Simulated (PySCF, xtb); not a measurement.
SSi, SMILES [Si]=S (connectivity only; charge and spin as stated), neutral, multiplicity 1.

xtb 6.7.1 with GFN2-xTB at its own geometry gives an orbital gap of 2.79 eV and a dipole moment of 4.40 D.

Coordinates come from a PBE-D3(BJ)/def2-TZVPD optimisation.

Q: What does PySCF with PBE/def2-TZVPD give? (An estimate is asked for; the answer gives what the named calculation found.)

A: gap 3.77 eV (levels -6.97 and -3.20 eV), dipole 1.61 D.
